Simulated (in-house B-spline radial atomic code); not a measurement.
Values are calculated unless marked as measured or tabulated.
**Ta in electron gases of falling density**

A nucleus sits in a uniform electron gas with a rigid positive background. The Kohn-Sham equations are solved self-consistently in the spin-unpolarised LDA (PW92), non-relativistic, on B-splines with outgoing waves at the boundary and partial waves to l = 8. The model has no lattice, no bands and no magnetic solution. Atomic units; δ_l are the phase shifts at the Fermi level, counted so that each bound state adds π, and good to about 0.0005. A narrow, partly filled d or f resonance in a thin gas would split by spin, so such rows rest on a solution that is probably unstable.

```csv
r_s (bohr),k_F,δ0/π,δ1/π,δ2/π,shallowest bound level (hartree),σ_tr (bohr²),Q (a.u.)
1.5,1.2794,4.537,3.763,2.596,f -0.303,30.81,2.788
1.65,1.1631,4.593,3.807,2.599,f -0.372,38.11,2.356
1.8,1.0662,4.642,3.842,2.599,f -0.433,46.51,2.030
2,0.9596,4.699,3.879,2.595,f -0.506,59.41,1.701
2.07,0.9271,4.718,3.891,2.592,f -0.529,64.35,1.606
2.2,0.8723,4.750,3.908,2.587,f -0.569,74.08,1.449
2.4,0.7996,4.797,3.931,2.578,f -0.623,90.33,1.247
2.67,0.7188,4.855,3.953,2.565,f -0.684,114.57,1.033
3,0.6397,4.921,3.971,2.549,f -0.743,147.75,0.836
3.3,0.5816,4.978,3.981,2.534,f -0.784,181.67,0.702
3.6,0.5331,5.031,3.987,2.520,f -0.816,219.85,0.600
4,0.4798,5.097,3.990,2.504,f -0.849,278.64,0.499
```

Q = n k_F σ_tr, with n = 3/(4π r_s³).

(1) How does the screening charge move between partial waves as the gas thins?

(2) What end-to-end powers of r_s do the first and last rows give for σ_tr and Q?

Results:

(1) By (2/π)(2l + 1) δ_l, at r_s = 1.5 it is s 9.07, p 22.58, d 25.96, f and beyond 15.38, and at r_s = 4 s 10.19, p 23.94, d 25.04, f and beyond 13.81. The free atom is [Xe] 4f14 5d3 6s2.

(2) σ_tr goes as r_s^+2.25 and Q as r_s^-1.75. Since n k_F/k_F² goes as r_s⁻², Q = 4π n Σ/k_F would fall as r_s⁻² at fixed phase shifts; the sum Σ (l + 1) sin²(δ_l − δ_(l+1)) is 4.013 in the first row and 5.104 in the last, and ranges from 4.01 to 5.10 between them, so these powers are no law.
